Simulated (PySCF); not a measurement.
## Electric properties by functional and basis

Compound: diboron tetrachloride, B2Cl4.
SMILES: `B(Cl)(Cl)B(Cl)Cl`

PySCF, dipoles from the SCF density, polarisabilities from static response with core orbitals frozen. Isolated species at its PBE0-D3(BJ)/def2-SVP geometry, gas phase.

**Question.** Compare the levels for these properties.

**Answer.** 

```tsv
level	α (Å³)	anisotropy (Å³)
CAM-B3LYP/def2-SVPD	12.00	1.01
wB97X-D/def2-SVPD	11.91	1.02
LC-wPBE/def2-SVPD	11.63	0.84
PBE0/6-31G*	9.23	0.60
PBE0/def2-SVP	8.66	0.63
PBE0/6-31+G*	10.59	0.73
PBE0/aug-cc-pVDZ	12.07	1.18
PBE0/def2-TZVP	11.07	1.03
PBE0/def2-TZVPD	12.33	1.23
PBE0/aug-cc-pVTZ	12.28	1.21
```

The anisotropy is √(½[(α1 − α2)² + (α2 − α3)² + (α3 − α1)²]). No reference polarisability is at hand; against PBE0 in the largest diffuse basis at hand (aug-cc-pVTZ) the other PBE0 rows deviate by 6-31G* -25%, def2-SVP -29%, 6-31+G* -14%, aug-cc-pVDZ -2%, def2-TZVP -10%, def2-TZVPD 0%. The dipole stays under 0.05 D at every level. With PBE0 the polarisability is 9.66 Å³ without diffuse functions (mean of 6-31G*, def2-SVP and def2-TZVP) and 11.82 Å³ with them (mean of 6-31+G*, aug-cc-pVDZ, def2-TZVPD and aug-cc-pVTZ).
